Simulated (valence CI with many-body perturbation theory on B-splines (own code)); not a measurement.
Lu XXXIII: what the settings do

Calculated by relativistic CI+MBPT: three valence electrons over a frozen Dirac-Fock core [Kr], a basis of 6 s, 6 p, 5 d, 5 f, 1 g functions for each j, with the one-electron correlation potential Σ1 (screened to all orders), the two-electron term Σ2, the three-electron term Σ3, Breit, model QED; selected single and double excitations, second order for the rest, scaled by the run's own slope (own B-spline code, finite nucleus).

The last digits are not significant, and no measured levels were compared; by estimate large intervals hold to a few tenths of a per cent, small ones and those within an open d or f shell to about a per cent. Only levels of the ground parity were solved; by the run's estimate the other parity begins above the list, which can be wrong where configurations are misplaced.

The reference run has the lowest level (4d3/2^3) J=3/2 and an ionisation energy of 1293.43 eV. Its largest variational space holds 2445 state functions.

Levels are named by their leading jj configuration (3d3/2^4 stands for four electrons in 3d with j = 3/2), which in mixed levels can hold well under half, so a name can repeat and another be missing. Letters in brackets count levels of one name in rising energy.

Reference levels: (4d3/2^2 4d5/2) J=5/2 [a] 92687, (4d3/2^2 4d5/2) J=3/2 111813, (4d3/2^2 4d5/2) J=7/2 120722, (4d3/2^2 4d5/2) J=9/2 124537, (4d3/2^2 4d5/2) J=1/2 126136, (4d3/2^2 4d5/2) J=5/2 [b] 182992, (4d3/2 4d5/2^2) J=7/2 [a] 213667, (4d3/2 4d5/2^2) J=9/2 225385, (4d3/2 4d5/2^2) J=3/2 [a] 238736, (4d3/2 4d5/2^2) J=1/2 246871, (4d3/2 4d5/2^2) J=11/2 254157, (4d3/2 4d5/2^2) J=5/2 [a] 255325 cm⁻¹.

Task: Rank these changes by the mean size of the shift of these levels, smallest first.
A. Breit term on → off
B. scale of Σ1 1 → 0
C. correlating orbitals by l 3 3 3 3 1 → 1 1 1 3 1

Result: C (15 cm⁻¹), B (940 cm⁻¹), A (4000 cm⁻¹).
